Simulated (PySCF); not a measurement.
How methods differ on the excitation energy of Sn

Sn [Kr] 4d10 5s2 5p2 (3P) → Sn [Kr] 4d10 5s1 5p2 6s1 (5P), as a difference of total energies. Computed with PySCF 2.14 in aug-cc-pVQZ-PP with ECP28MDF (7s7p5d3f2g, 92 functions), with scalar relativity through the core potential. Correlated levels: valence: 4s2 4p6 4d10 frozen. The calculations carry no spin-orbit coupling.

| method | excitation energy (eV) |
| --- | --- |
| UHF | 8.167 |
| MP2 (valence) | 9.083 |
| SCS-MP2 (valence) | 9.391 |
| CCSD (valence) | 9.242 |
| CCSD(T) (valence) | 9.283 |

Problem. How much does correlation contribute at CCSD(T) (valence)?

Solution. 9.283 − (8.167) = 1.116 eV, measured against UHF.

The upper state lies above the first ionisation limit, but in LS coupling its spin forbids autoionisation to the ground ion; at this Z spin-orbit coupling breaks that rule. A Rydberg-like electron needs more diffuse functions than a valence basis has.

The promoted electron is Rydberg-like, and one or two diffuse shells describe it only roughly, which tends to raise the upper state.
